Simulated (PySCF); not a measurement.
**Heteronuclear NMR**

Bonds (- single, = double, # triple, : aromatic): C1-O2, O2-Si3, Si3-C4, C4-C5, C4=C6, C6-C7, C7-F8. C1 carries H9, H10, H11; Si3 carries H12, H13; C5 carries H14, H15, H16; C6 carries H17; C7 carries H18, H19. Stereochemistry as in CO[SiH2]/C(C)=C/CF.

[PySCF 2.14.0 with density-fitted response routines: GIAO PBE0/pcSseg-1 shieldings; structure optimised with GFN2-xTB; a single conformation; no relativistic terms; no solvent; averaged over atoms made equivalent by symmetry, fast rotation or ring inversion]

Question: Predict the 19F NMR data.

Answer: 
```tsv
atoms	environment	σ (ppm)	δ (ppm)
F8	fluorine on an sp3 carbon	430.6	-227.9
```

Shieldings were converted by a linear fit to measured shifts: 19F: δ = 146.13 − 0.903σ +14.6 on sp3 carbon (rms 6.0 ppm, 223 shifts, 7.0 ppm with the 5 outliers that the fit left out vs CFCl3, solution or neat liquid). Occasional misses reach two or three times the rms, and more in compound classes unlike the fitted ones.

On a 300 MHz spectrometer 19F resonates near 282.3 MHz, so 1 ppm is 282.3 Hz.

Question: Where does 29Si resonate?

Answer: 
```
atoms                  environment  σ (ppm)  δ (ppm)
  Si3  silicon bonded to C, O, 2 H    386.9    -38.1
```

Shieldings were converted by a linear fit to measured shifts: 29Si: δ = 279.94 − 0.822σ (rms 8.9 ppm, 72 shifts, 25.8 ppm with the 6 outliers that the fit left out vs TMS, solution or neat liquid). A few per cent of atoms miss by over 2 rms, more outside the fitted compound classes.

On a 400 MHz spectrometer 29Si resonates near 79.5 MHz, so 1 ppm is 79.5 Hz.

Question: What are the 17O shifts?

Answer: 
| atoms | environment | σ (ppm) | δ (ppm) |
| --- | --- | --- | --- |
| O2 | oxygen bonded to C, Si | 356.9 | -58.4 |

Shieldings were converted by a linear fit to measured shifts: 17O: δ = 266.70 − 0.911σ (rms 10.7 ppm, 155 shifts, 12.2 ppm with the 3 outliers that the fit left out vs liquid water, solution or neat liquid). Occasional misses reach two or three times the rms, and more in compound classes unlike the fitted ones.

On a 400 MHz spectrometer 17O resonates near 54.2 MHz, so 1 ppm is 54.2 Hz.
